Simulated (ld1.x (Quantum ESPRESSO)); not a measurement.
u(r) = r·R(r): atom against pseudo-atom (hydrogen (H))

Columns: radius, all-electron u(r) and pseudo u(r) of the 1s shell (level -6.33 eV) of hydrogen in the configuration 1s1; PBEsol, non-relativistic, TM scheme, ld1.x (Quantum ESPRESSO) 7.5.

| r (bohr) | all-electron | pseudo |
| --- | --- | --- |
| 0.072 | 0.1260 | 0.0982 |
| 0.145 | 0.2357 | 0.1954 |
| 0.217 | 0.3281 | 0.2868 |
| 0.290 | 0.4074 | 0.3728 |
| 0.362 | 0.4732 | 0.4493 |
| 0.435 | 0.5287 | 0.5168 |
| 0.507 | 0.5736 | 0.5727 |
| 0.580 | 0.6104 | 0.6181 |
| 0.652 | 0.6392 | 0.6522 |
| 0.725 | 0.6617 | 0.6769 |
| 0.798 | 0.6783 | 0.6929 |
| 0.870 | 0.6896 | 0.7018 |
| 0.942 | 0.6965 | 0.7055 |
| 1.015 | 0.6996 | 0.7054 |
| 1.088 | 0.6994 | 0.7025 |
| 1.160 | 0.6962 | 0.6976 |
| 1.232 | 0.6907 | 0.6911 |
| 1.305 | 0.6829 | 0.6830 |
| 1.378 | 0.6733 | 0.6733 |
| 1.450 | 0.6623 | 0.6623 |
| 1.522 | 0.6500 | 0.6500 |
| 1.595 | 0.6365 | 0.6365 |
| 1.668 | 0.6222 | 0.6222 |
| 1.740 | 0.6073 | 0.6073 |
| 1.812 | 0.5919 | 0.5919 |
| 1.885 | 0.5759 | 0.5759 |

**Question.** How many radial nodes do the two functions have?

**Answer.** The all-electron 1s function has n − l − 1 = 0; the pseudo-wave has 0.

**Question.** At about which radius was the pseudo-wave matched?

**Answer.** 1.45 bohr. The columns agree to 0.0005 from 1.23 bohr on; several derivatives are matched, so the curves merge somewhat inside the radius.

**Question.** Is the pseudo-wave norm-conserving?

**Answer.** Yes: the TM scheme keeps the norm inside the radius equal to the all-electron one, which fixes the energy derivative of the logarithmic derivative at the level.
